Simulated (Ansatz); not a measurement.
Reaction (substitution at a C–C bond): `CC(C)[NH][AlH2]` + `CBO` → `CBOC` + `CC[NH][AlH2]`

Computed with Ansatz on PBE0-D4/def2-TZVP structures; ΔE is electronic, products minus reactants. CBS: MP2 limit from def2 TZ/QZ plus the TZ coupled-cluster correction, frozen cores. Functionals use def2-TZVPP. One conformer a species, not always the lowest.

`CC(C)[NH][AlH2]`:

Z-matrix (Å, degrees):
```
C
C 1 1.523
H 1 1.095 2 110.4
H 1 1.092 2 110.7 3 -119.5
H 1 1.093 2 111.4 3 119.7
C 2 1.523 1 111.0 3 -62.6
N 2 1.453 1 111.4 3 62.2
H 2 1.097 1 108.0 3 179.2
H 6 1.092 2 110.7 1 -178.0
H 6 1.095 2 110.4 1 62.5
H 6 1.093 2 111.3 1 -57.1
Al 7 1.768 2 128.7 1 117.5
H 7 1.012 2 111.3 1 -62.4
H 12 1.585 7 117.4 2 0.0
H 12 1.584 7 117.8 2 -180.0
```

`CBO`:

Z-matrix (Å, degrees):
```
C
B 1 1.559
H 1 1.096 2 110.2
H 1 1.092 2 113.4 3 122.1
H 1 1.096 2 110.2 3 -115.8
O 2 1.357 1 119.4 3 -122.1
H 2 1.207 1 121.8 3 57.8
H 6 0.960 2 113.1 1 180.0
```

`CBOC`:

Cartesian coordinates in Å:
```
C 1.793 -0.673 0.042
B 0.252 -0.480 -0.103
O -0.297 0.721 0.169
C -1.683 0.959 0.055
H 2.312 0.226 0.379
H 2.010 -1.488 0.741
H 2.224 -0.989 -0.915
H -0.477 -1.377 -0.454
H -2.070 1.284 1.023
H -2.217 0.061 -0.267
H -1.848 1.758 -0.671
```

`CC[NH][AlH2]`:

```xyz
12

C    -0.271    1.694   -0.145
C     0.205    0.478    0.632
N     0.566   -0.638   -0.219
Al   -0.171   -2.243   -0.302
H    -0.526    2.516    0.529
H    -1.151    1.449   -0.743
H     0.508    2.050   -0.825
H     1.051    0.766    1.271
H    -0.587    0.147    1.311
H     1.329   -0.403   -0.839
H     0.424   -3.272   -1.350
H    -1.376   -2.544    0.681
```

```csv
species,PBE0-D4 energy (Eh)
`CC(C)[NH][AlH2]`,-417.29248
`CBO`,-141.13165
`CBOC`,-180.39392
`CC[NH][AlH2]`,-378.00763
```

(1) Work out ΔE.

(2) What do rigid-rotor, harmonic-oscillator terms from PBE0-D4/def2-TZVP frequencies (298.15 K, 1 bar) make of the CCSD(T)/CBS value? (Estimate.)

Largest T1 diagnostic among the species: 0.012.

Results:

(1) ΔE = (-180.39392) + (-378.00763) − (-417.29248) − (-141.13165) = 0.02258 Eh = +59.3 kJ/mol. CCSD(T)/CBS gives +63.1 kJ/mol.

(2) Computed: ΔZPE = +0.3 kJ/mol, ΔH = +64.0 kJ/mol, ΔS = 9 J/(mol·K), ΔG = +61.4 kJ/mol.

The D4 term adds +5.3 kJ/mol with B3LYP and +2.9 kJ/mol with PBE0; it sums over pairs of atoms, weighted by their polarisabilities, and B3LYP, whose exchange is more repulsive, gets the larger term. In def2-TZVPP, CCSD(T) changes the Hartree–Fock value by +14.3 kJ/mol (the triples alone add +1.4 kJ/mol) and MP2 by +20.7 kJ/mol.

B3LYP here is the variant with VWN-RPA as its local correlation; programs differ in this.
